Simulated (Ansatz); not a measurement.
Ansatz (a program for electronic structure) input (CCSD(T)/STO-3G):

Ansatz 0.2 input:
```yaml
crystal:
  periodic: [false, false, false]
  atoms:
    - {symbol: Si, position_ang: [-0.37789240, -0.19090020, 0.12033417]}
    - {symbol: O, position_ang: [-0.55175281, 1.31143864, -0.26473893]}
    - {symbol: O, position_ang: [1.23091311, -0.75379919, -0.01095372]}
    - {symbol: H, position_ang: [-1.14568575, -1.20710415, -0.70974336]}
    - {symbol: H, position_ang: [-0.74355969, -0.58318763, 1.54286845]}
    - {symbol: H, position_ang: [1.74645660, 0.00177896, -0.31226225]}
basis:
  gaussian:
    orbitals: STO-3G
total_charge: -1
magnetization: {spin_polarized: false}
correlation: {method: ccsd_t, electrons: outside_noble_gas}
```

End of the output:

```
reference -11831.83251549 eV, -434.8118250401 hartree; 10, 10 occupied and 5, 5 virtual orbitals, 277 factors
second order -2.97597674 eV of doubles, -0.00000000 eV of singles
coupled cluster: 0.09 GiB planned
cycle   1  -3.31014658 eV  change   -3.3e-1 eV  update   1.0e-1
cycle   2  -3.58321777 eV  change   -2.7e-1 eV  update   3.3e-2
cycle   3  -3.66907595 eV  change   -8.6e-2 eV  update   1.9e-2
cycle   4  -3.67020480 eV  change   -1.1e-3 eV  update   3.8e-3
cycle   5  -3.66935546 eV  change    8.5e-4 eV  update   1.3e-3
cycle   6  -3.66939771 eV  change   -4.2e-5 eV  update   4.1e-4
cycle   7  -3.66926473 eV  change    1.3e-4 eV  update   1.0e-4
cycle   8  -3.66921177 eV  change    5.3e-5 eV  update   4.1e-5
cycle   9  -3.66923312 eV  change   -2.1e-5 eV  update   1.5e-5
cycle  10  -3.66923991 eV  change   -6.8e-6 eV  update   5.3e-6
perturbative correction -0.18695435 eV, -0.0068704457 hartree
Total energy: -11835.68870975 eV, -434.9535375655 hartree
```

It need not be the lowest isomer of its formula. Whether it binds its extra electron was not tested at this geometry.
